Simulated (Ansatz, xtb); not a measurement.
# B2Cl2GeH4: which of two structures lies lower

We compare a, a singlet given by its coordinates, with b, a singlet given by its coordinates. Both are isolated molecules in the gas phase, relaxed with B3LYP-D3(BJ)/def2-SVP.

a (Å):

```
atom    x (Å)    y (Å)    z (Å)
   B   0.7826  -0.2387  -0.8063
   B  -0.7498  -0.4301  -0.1220
  Cl  -2.1448   0.7342  -0.5052
  Cl   0.8428   3.0414  -0.5208
  Ge   0.0558   1.5131   0.8737
   H  -0.9965  -1.2143   0.7520
   H   1.0226   0.4696  -1.7408
   H  -0.2724  -1.0192  -1.1937
   H   1.6210  -0.9695  -0.3417
```

Close contacts (Å): B1–B2 1.69, B1–Ge5 2.53, B2–Cl3 1.86, B2–Ge5 2.33, Cl3–Ge5 2.71, Cl4–Ge5 2.21, B1–H7 1.20, B1–H8 1.37, B1–H9 1.21, B2–H6 1.20, B2–H8 1.31.

b (Å):

```yaml
atoms:
  - { symbol: B, position_ang: [-0.9055, 2.0319, -2.3159] }
  - { symbol: B, position_ang: [0.5700, 1.4778, -1.7050] }
  - { symbol: Cl, position_ang: [-0.4669, 0.9465, 1.2714] }
  - { symbol: Cl, position_ang: [1.7811, 2.7197, -1.0503] }
  - { symbol: Ge, position_ang: [-0.6760, 2.7089, -0.0764] }
  - { symbol: H, position_ang: [-1.7121, 1.1753, -2.5689] }
  - { symbol: H, position_ang: [0.2440, 1.7536, -2.9669] }
  - { symbol: H, position_ang: [-1.1358, 3.1785, -2.6184] }
  - { symbol: H, position_ang: [0.8645, 0.3323, -1.5482] }
```

Close contacts (Å): B1–B2 1.69, B1–Ge5 2.35, B2–Cl4 1.85, B2–Ge5 2.39, Cl3–Ge5 2.23, Cl4–Ge5 2.64, B1–H6 1.20, B1–H7 1.35, B1–H8 1.21, B2–H7 1.33, B2–H9 1.19.

Q: Which of the two would you expect CCSD(T)/def2-SVP + ΔMP2/def2-TZVPP electronic energies to favour?

A: Structure b; the calculation gives E(b) − E(a) = −0.245 eV.

Level by level:

```json
{"level": "B3LYP-D3(BJ)/def2-SVP", "geometry": "B3LYP-D3(BJ)/def2-SVP", "E(b) − E(a) (eV)": "−0.223", "departure from the last row (eV)": "+0.021", "job, with rough time for the two": "optimisation, 2.1 min"}
{"level": "HF/def2-SVP", "geometry": "B3LYP-D3(BJ)/def2-SVP", "E(b) − E(a) (eV)": "−0.202", "departure from the last row (eV)": "+0.043", "job, with rough time for the two": "part of the CCSD(T) run"}
{"level": "MP2/def2-SVP", "geometry": "B3LYP-D3(BJ)/def2-SVP", "E(b) − E(a) (eV)": "−0.261", "departure from the last row (eV)": "−0.016", "job, with rough time for the two": "part of the CCSD(T) run"}
{"level": "CCSD(T)/def2-SVP", "geometry": "B3LYP-D3(BJ)/def2-SVP", "E(b) − E(a) (eV)": "−0.241", "departure from the last row (eV)": "+0.004", "job, with rough time for the two": "single point"}
{"level": "CCSD(T)/def2-SVP + ΔMP2/def2-TZVPP", "geometry": "B3LYP-D3(BJ)/def2-SVP", "E(b) − E(a) (eV)": "−0.245", "departure from the last row (eV)": "", "job, with rough time for the two": "single point, 58 s"}
```

The levels shown agree on the order. The largest departure from CCSD(T)/def2-SVP + ΔMP2/def2-TZVPP is that of HF/def2-SVP, 0.043 eV. Levels run at GFN2-xTB geometries aren't shown. The last row adds to CCSD(T) the change of the MP2 difference between the two basis sets, here −0.004 eV.

With harmonic frequencies from B3LYP-D3(BJ)/def2-SVP (ideal gas, rigid rotor, one conformer each, 298.15 K, 1 atm): on the last row, ΔE + ΔZPE = −0.239 eV. A mode under 50 cm⁻¹ makes harmonic enthalpies and free energies unreliable, so none is given.

The correlated steps freeze 21 core orbitals; the filled d shell of Ge is correlated, in a basis made for valence electrons. Run with Ansatz 0.2.0; the last row on 2 threads of Intel(R) Xeon(R) Platinum 8488C (Sapphire Rapids) on a shared host.
